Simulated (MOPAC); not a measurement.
Input file for MOPAC: PM6 on CH6BNO (SMILES CNBO).

```
PM6 1SCF PRECISE CHARGE=0 THREADS=1
CH6BNO

C      1.14710922 1     0.46314166 1    -0.02986611 1
N      0.22266091 1    -0.60642676 1     0.29694636 1
B     -1.16761322 1    -0.64149930 1     0.08889968 1
O     -1.88924250 1     0.37473777 1    -0.48697520 1
H      1.37202780 1     1.10280454 1     0.82981813 1
H      2.08839288 1     0.06203389 1    -0.41036461 1
H      0.73485807 1     1.09617747 1    -0.81801558 1
H      0.64458190 1    -1.39304926 1     0.76120381 1
H     -1.77532403 1    -1.61172487 1     0.42433681 1
H     -1.37745103 1     1.15380488 1    -0.72529779 1
```

It printed:

```
*******************************************************************************
 **                                                                           **
 **                              MOPAC v23.2.5                                **
 **                                                                           **
 *******************************************************************************
 ** MOPAC's Digital Object Identifier: https://doi.org/10.5281/zenodo.6511958 **
 **                                                                           **
 ** Please cite the open-source release paper for use of this MOPAC version:  **
 ** J. E. Moussa and J. J. P. Stewart (2026)                                  **
 ** MOPAC: An open-source semiempirical molecular orbital program             **
 ** J. Open Source Softw., 11(119), 8025, https://doi.org/10.21105/joss.08025 **
 *******************************************************************************

                              PM6 CALCULATION RESULTS

 *******************************************************************************
 *  PM6        - The PM6 Hamiltonian to be used
 *
 *
 *
 *                 CHARGE ON SYSTEM = 0
 *
 *
 *
 *  PRECISE    - TIGHTER CRITERIA TO BE USED
 *  1SCF       - DO 1 SCF AND THEN STOP
 *  THREADS=1  - MULTI-THREADING NOT USED
 *  T=         - A TIME OF 172800.0 SECONDS REQUESTED
 *  DUMP=N     - RESTART FILE WRITTEN EVERY 7200.0 SECONDS REQUESTED
 *******************************************************************************
PM6 1SCF PRECISE CHARGE=0 THREADS=1
 CH6BNO

   ATOM   CHEMICAL          X               Y               Z
  NUMBER   SYMBOL      (ANGSTROMS)     (ANGSTROMS)     (ANGSTROMS)

     1       C          1.14710922  *   0.46314166  *  -0.02986611  *
     2       N          0.22266091  *  -0.60642676  *   0.29694636  *
     3       B         -1.16761322  *  -0.64149930  *   0.08889968  *
     4       O         -1.88924250  *   0.37473777  *  -0.48697520  *
     5       H          1.37202780  *   1.10280454  *   0.82981813  *
     6       H          2.08839288  *   0.06203389  *  -0.41036461  *
     7       H          0.73485807  *   1.09617747  *  -0.81801558  *
     8       H          0.64458190  *  -1.39304926  *   0.76120381  *
     9       H         -1.77532403  *  -1.61172487  *   0.42433681  *
    10       H         -1.37745103  *   1.15380488  *  -0.72529779  *



          CARTESIAN COORDINATES

    NO.       ATOM           X           Y           Z

     1         C          1.1471      0.4631     -0.0299
     2         N          0.2227     -0.6064      0.2969
     3         B         -1.1676     -0.6415      0.0889
     4         O         -1.8892      0.3747     -0.4870
     5         H          1.3720      1.1028      0.8298
     6         H          2.0884      0.0620     -0.4104
     7         H          0.7349      1.0962     -0.8180
     8         H          0.6446     -1.3930      0.7612
     9         H         -1.7753     -1.6117      0.4243
    10         H         -1.3775      1.1538     -0.7253

 General Reference for PM6:
 "Optimization of Parameters for Semiempirical Methods V: Modification of NDDO Approximations
 and Application to 70 Elements", J. J. P. Stewart, J. Mol. Mod., 13, 1173-1213 (2007)
 URL: https://link.springer.com/article/10.1007/s00894-007-0233-4

           Empirical Formula: C H6 N O B  =    10 atoms



      MOLECULAR POINT GROUP   :   C1


      RHF CALCULATION, NO. OF DOUBLY OCCUPIED LEVELS = 12


 -------------------------------------------------------------------------------
 PM6 1SCF PRECISE CHARGE=0 THREADS=1
 CH6BNO



     1SCF WAS SPECIFIED, SO BFGS WAS NOT USED
     SCF FIELD WAS ACHIEVED


                              PM6 CALCULATION
                                                       MOPAC v23.2.5 Linux




          FINAL HEAT OF FORMATION =        -95.20120 KCAL/MOL =    -398.32184 KJ/MOL


          COSMO AREA              =        100.85 SQUARE ANGSTROMS
          COSMO VOLUME            =         83.67 CUBIC ANGSTROMS

          IONIZATION POTENTIAL    =          9.596674 EV
          HOMO LUMO ENERGIES (EV) =         -9.597  1.930
          NO. OF FILLED LEVELS    =         12
          MOLECULAR WEIGHT        =         58.8745         POINT GROUP:  C1

          MOLECULAR DIMENSIONS (Angstroms)

            Atom       Atom       Distance
            H     9    H     6     4.29261
            H    10    H     8     3.53489
            H     5    H     6     1.60768


          SCF CALCULATIONS        =          1





   ATOM   CHEMICAL          X               Y               Z
  NUMBER   SYMBOL      (ANGSTROMS)     (ANGSTROMS)     (ANGSTROMS)

     1       C          1.14710922  *   0.46314166  *  -0.02986611  *
     2       N          0.22266091  *  -0.60642676  *   0.29694636  *
     3       B         -1.16761322  *  -0.64149930  *   0.08889968  *
     4       O         -1.88924250  *   0.37473777  *  -0.48697520  *
     5       H          1.37202780  *   1.10280454  *   0.82981813  *
     6       H          2.08839288  *   0.06203389  *  -0.41036461  *
     7       H          0.73485807  *   1.09617747  *  -0.81801558  *
     8       H          0.64458190  *  -1.39304926  *   0.76120381  *
     9       H         -1.77532403  *  -1.61172487  *   0.42433681  *
    10       H         -1.37745103  *   1.15380488  *  -0.72529779  *

                             CARTESIAN COORDINATES

   1    C        1.147109220     0.463141660    -0.029866110
   2    N        0.222660910    -0.606426760     0.296946360
   3    B       -1.167613220    -0.641499300     0.088899680
   4    O       -1.889242500     0.374737770    -0.486975200
   5    H        1.372027800     1.102804540     0.829818130
   6    H        2.088392880     0.062033890    -0.410364610
   7    H        0.734858070     1.096177470    -0.818015580
   8    H        0.644581900    -1.393049260     0.761203810
   9    H       -1.775324030    -1.611724870     0.424336810
  10    H       -1.377451030     1.153804880    -0.725297790


           Empirical Formula: C H6 N O B  =    10 atoms



      MOLECULAR POINT GROUP   :   C1


                  EIGENVALUES
 -31.24128 -29.82219 -24.43717 -19.52950 -18.06633 -16.57038 -15.26171 -13.72130
 -12.94223 -12.83043 -11.72159  -9.59667   1.93037   2.10883   3.09375   4.71911
   4.88868   5.20198   5.38997   5.90277   6.10970   6.92564


              NET ATOMIC CHARGES AND DIPOLE CONTRIBUTIONS

  ATOM NO.   TYPE          CHARGE      No. of ELECS.   s-Pop       p-Pop
    1          C          -0.306320        4.3063     1.07416     3.23216
    2          N          -0.408473        5.4085     1.46076     3.94771
    3          B           0.131895        2.8681     1.00172     1.86639
    4          O          -0.508514        6.5085     1.72552     4.78300
    5          H           0.142127        0.8579     0.85787
    6          H           0.146006        0.8540     0.85399
    7          H           0.142544        0.8575     0.85746
    8          H           0.246449        0.7536     0.75355
    9          H           0.095943        0.9041     0.90406
   10          H           0.318343        0.6817     0.68166
 DIPOLE           X         Y         Z       TOTAL
 POINT-CHG.     2.493     0.106     0.413     2.529
 HYBRID         0.624     0.638    -0.160     0.907
 SUM            3.117     0.744     0.254     3.215


          ATOMIC ORBITAL ELECTRON POPULATIONS

     Atom    s        px        py        pz
    1  C   1.07416   1.05627   1.03232   1.14358
    2  N   1.46076   1.14513   1.20998   1.59260
    3  B   1.00172   0.66306   0.71574   0.48759
    4  O   1.72552   1.62113   1.40101   1.76086
    5  H   0.85787
    6  H   0.85399
    7  H   0.85746
    8  H   0.75355
    9  H   0.90406
   10  H   0.68166

 **********************
 *                    *
 * JOB ENDED NORMALLY *
 *                    *
 **********************




 == MOPAC DONE ==
```

The run finished.

Cost: around 0.020 core-seconds (rough).
